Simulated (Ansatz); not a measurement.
`[ZnH][CH2]C1CO1` at its PBE0-D4/def2-TZVP geometry, where that method's forces vanish. The species carries charge 0 and has multiplicity 1.

```xyz
11

Zn    1.6882    0.3758   -0.9247
C    -0.0759   -0.4980   -1.0828
C    -0.5330   -0.5941    0.3350
C    -0.7492    0.5998    1.1440
O     0.4414   -0.1574    1.3200
H     3.0774    1.0477   -0.8910
H    -0.7851    0.0578   -1.7017
H     0.0367   -1.4892   -1.5306
H    -1.0477   -1.4967    0.6602
H    -0.6177    1.5782    0.6851
H    -1.4350    0.5760    1.9866
```

Q: What forces (eV/Å) does ωB97M-V/def2-TZVPP give on these atoms in the Gaussian-basis code of Ansatz? (Best estimate.)

A: The calculation gave: 
```
Zn1  0.128  0.065  0.038
C2   0.062  0.013 -0.229
C3  -0.205 -0.253  0.032
C4  -0.244  0.273  0.063
O5   0.281 -0.061  0.079
H6  -0.134 -0.062 -0.004
H7   0.032 -0.052  0.057
H8  -0.032  0.069  0.039
H9   0.048  0.091 -0.026
H10 -0.006 -0.086  0.034
H11  0.070  0.004 -0.082
```
